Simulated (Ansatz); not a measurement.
`[F][Ge]([Cl])([Cl])[Cl]` → Cl₂ + `[F][Ge][Cl]` at 400 K and 1 bar (germylene formation by 1,1-elimination).

Gas-phase electronic energies from Ansatz, PBE0-D4/def2-TZVP geometries. CBS: MP2 limit from def2 TZ/QZ plus the TZ coupled-cluster correction, frozen cores. This one scheme is used for every species. For Ge outer-core shells are correlated without core-valence functions, which leaves a few kJ/mol of doubt a bond. Scalar relativity is left out up to krypton.

```tsv
species	CCSD(T)/CBS energy (Eh)	H − E (kJ/mol)	S (J/(mol·K))
`[F][Ge]([Cl])([Cl])[Cl]`	-3555.40119	47.7	377.2
Cl₂	-919.51390	16.1	232.9
`[F][Ge][Cl]`	-2635.75718	25.5	304.4
```

H − E and S are ideal-gas, rigid-rotor, harmonic terms from PBE0-D4/def2-TZVP. 1 Eh = 2625.50 kJ/mol, R = 8.31446 J/(mol·K).

Problem. By hand: ΔE, ΔH, ΔS and ΔG.

Solution. ΔE = (-919.51390) + (-2635.75718) − (-3555.40119) = 0.13011 Eh = 341.6 kJ/mol. Δ(H − E) = 16.1 + 25.5 − 47.7 = -6.1, so ΔH = 335.5 kJ/mol. ΔS = 232.9 + 304.4 − 377.2 = 160.1 J/(mol·K). ΔG = 335.5 − 400 × (160.1)/1000 = 271.5 kJ/mol.

Problem. By hand: the equilibrium constant, and the temperature at which ΔG would vanish if ΔH and ΔS stayed fixed.

Solution. log₁₀ K = −ΔG/(RT ln 10) = -35.5. ΔG = 0 at ΔH/ΔS = 2096 K.

The number of gas molecules changes by +1, which sets the sign of ΔS. A doubt of 5 kJ/mol in ΔE shifts log₁₀ K by 0.7 here. These are equilibria of isolated gas molecules and say nothing of rates. Largest T1 diagnostic: 0.014 (customary marks: 0.02 for closed shells, 0.045 for open ones).
